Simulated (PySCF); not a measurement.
Vibration and rotation of TlS

PBE0 constants of TlS, ²Π (doublet), unpaired electrons π ↑ (Tl cc-pVTZ-PP with ECP60, S cc-pV(T+d)Z; scalar-relativistic core potentials (PySCF 2.14); masses 204.9744 and 31.9721 u):

| Item | Value |
| --- | --- |
| ωe | 264.9 cm⁻¹ |
| ωexe | 0.771 cm⁻¹ |
| Be | 0.090571 cm⁻¹ |
| αe | 0.000390 cm⁻¹ |
| De to Tl + S | 3.02 eV |

Question: What force constant and bond length do these constants imply?

Answer: Reduced mass μred = 27.658 u; k = 5.8918×10⁻⁷·μred·ωe² (u, cm⁻¹, mdyn/Å) = 1.14 mdyn/Å; Re = √(16.8576/(μred·Be)) (u, cm⁻¹, Å) = 2.594 Å.

Question: Estimate the centrifugal constant D from the Kratzer relation and find the Dunham coefficient a1.

Answer: D = 4Be³/ωe² = 4.24e-08 cm⁻¹; a1 = −1 − αeωe/(6Be²) = -3.10.

Spin–orbit coupling is left out, which matters for elements this heavy, above all for dissociation energies. The state is the lowest determinant that a PBE0 search found; another state may lie lower at other levels.
